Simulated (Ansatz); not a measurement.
Consider the ligand exchange at the Si–C bond: `C[SiH2]C[SiH2]Cl` + `CSS` → `C[SiH2]SSC` + `C[SiH2]Cl`.

Program: Ansatz. Geometries: PBE0-D4/def2-TZVP. ΔE: electronic, gas phase. CBS: MP2 limit from def2 TZ/QZ plus the TZ coupled-cluster correction, frozen cores. One conformer a species, not always the lowest.

| species | CCSD(T)/CBS(def2) energy (Eh) |
| --- | --- |
| `C[SiH2]C[SiH2]Cl` | -1119.53500 |
| `CSS` | -836.00794 |
| `C[SiH2]SSC` | -1165.58998 |
| `C[SiH2]Cl` | -789.97638 |

**Question.** Work out ΔE.

**Answer.** ΔE = (-1165.58998) + (-789.97638) − (-1119.53500) − (-836.00794) = -0.02342 Eh = -61.5 kJ/mol.

Largest T1 diagnostic among the species: 0.011.

The D4 term adds −4.4 kJ/mol with B3LYP and −2.3 kJ/mol with PBE0; it sums over pairs of atoms, weighted by their polarisabilities, and B3LYP, whose exchange is more repulsive, gets the larger term.

B3LYP here is the variant with VWN-RPA as its local correlation; programs differ in this.
